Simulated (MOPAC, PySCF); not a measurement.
C2H2Si, SMILES `C#C[SiH]`, neutral singlet in the gas phase. 

Cartesian coordinates (Å):
```xyz
5

C     -1.2644    -0.3654     0.3814
C     -0.0709    -0.2011     0.2319
Si     1.7365    -0.1892    -0.0769
H     -2.3120    -0.4930     0.5183
H      1.9109     1.2487     0.3897
```
Charge 0, multiplicity 1.

All levels are single points at this geometry (B3LYP-D3(BJ)/def2-TZVP); Pople sets use spherical d functions. Orbital energies aren't observables, and empty levels follow the basis.

```
level                            HOMO (eV)  LUMO (eV)  gap (eV)  dipole (D)  vertical IE, Delta-SCF (eV)
-------------------------------  ---------  ---------  --------  ----------  ---------------------------
B3LYP-D3(BJ)/def2-TZVP in PySCF      -6.55      -3.26      3.29        0.92                            –
B3LYP/3-21G in PySCF                 -6.31      -3.20      3.11        1.40                            –
B3LYP/6-311+G** in PySCF             -6.56      -3.31      3.25        0.93                            –
B3LYP/6-31G* in PySCF                -6.35      -3.10      3.25        1.30                         8.82
B3LYP/LANL2DZ in PySCF               -6.43      -3.36      3.07        1.20                            –
BP86/6-31G* in PySCF                 -5.61      -3.87      1.74        1.41                            –
PBE/6-31G* in PySCF                  -5.50      -3.78      1.71        1.43                         8.66
SVWN5/6-31G* in PySCF                -5.55      -3.96      1.59        1.43                         8.79
HF/3-21G in PySCF                    -8.92       0.21      9.12        1.30                            –
AM1 in MOPAC                         -7.87      -1.21      6.66        1.15                            –
PM3 in MOPAC                         -8.19      -2.29      5.91        1.55                            –
PM6 in MOPAC                         -7.82      -1.79      6.04        0.77                            –
PM7 in MOPAC                         -9.30      -0.61      8.69        1.64                            –
```
